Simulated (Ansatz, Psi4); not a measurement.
The Ansatz (an electronic-structure program) input:
Ansatz 0.2 input:
```yaml
crystal:
  periodic: [false, false, false]
  atoms:
    - {symbol: C, position_ang: [-2.47872317, -0.30698683, -0.18935188]}
    - {symbol: C, position_ang: [-1.15697557, -0.96081758, -0.39560285]}
    - {symbol: I, position_ang: [0.61070332, 0.21044122, 0.09731135]}
    - {symbol: H, position_ang: [-2.64557368, -0.00101957, 0.84919800]}
    - {symbol: H, position_ang: [-3.26426753, -1.00780463, -0.47616182]}
    - {symbol: H, position_ang: [-2.59703766, 0.61002780, -0.77682678]}
    - {symbol: H, position_ang: [-1.04755767, -1.88176413, 0.19730031]}
    - {symbol: H, position_ang: [-0.99864680, -1.26599750, -1.44128263]}
basis:
  gaussian:
    orbitals: STO-3G
hamiltonian:
  xc: {name: B97M-V}
total_charge: 1
magnetization: {spin_polarized: true, initial_magnetization: 1}
accuracy: high
```

**Question.** Write the same job for Psi4.

**Answer.** Several could match; the one computed here: 
```
memory 2 GB

molecule {
1 2
  C    -2.47872317   -0.30698683   -0.18935188
  C    -1.15697557   -0.96081758   -0.39560285
  I     0.61070332    0.21044122    0.09731135
  H    -2.64557368   -0.00101957    0.84919800
  H    -3.26426753   -1.00780463   -0.47616182
  H    -2.59703766    0.61002780   -0.77682678
  H    -1.04755767   -1.88176413    0.19730031
  H    -0.99864680   -1.26599750   -1.44128263
}

set basis sto-3g
set reference uks
set scf_type pk
set puream true
set d_convergence 1e-8
set dft_radial_points 99
set dft_spherical_points 590

energy('b97m-v')
print_variables()
```

Both were run: Ansatz gave -6930.464050 Eh and Psi4 -6930.463961 Eh, 0.089 mEh apart.
